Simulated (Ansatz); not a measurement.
Constitutional and geometric isomers with formula H3B3. All species are isolated molecules in the gas phase. One relaxed conformer stands for each flexible species; it need not be the lowest. Strings in code marks are SMILES.

Quantity: electronic energy of isomers of H3B3 relative to `B1BB1`, in eV. The DFT solution of `B=BB` is unstable or spin-contaminated; the geometry comes from it. The restricted reference of `B=BB` and `B1BB1` is unstable towards unrestricted orbitals.

Case: `B=BB`. Geometry of `B=BB` (neutral, multiplicity 1, Å):

```xyz
6

B      1.8291    -0.0184     0.0031
B      0.2820    -0.0057     0.0025
B     -1.2856     0.0109    -0.0013
H      3.0064    -0.0278     0.0033
H     -1.9297    -0.7449     0.6740
H     -1.9021     0.7859    -0.6814
```

Question: What electronic energy of isomers of H3B3 relative to `B1BB1` does composite: frozen-core CCSD(T) with HF/cc-pVQZ and the correlation energy extrapolated as X^-3 from cc-pVTZ and cc-pVQZ, plus CCSDT(Q) minus CCSD(T) in cc-pVDZ // PBE0-D3(BJ)/def2-TZVP (Ansatz, a quantum-chemistry and plane-wave program) give?

Answer: 0.95 eV.
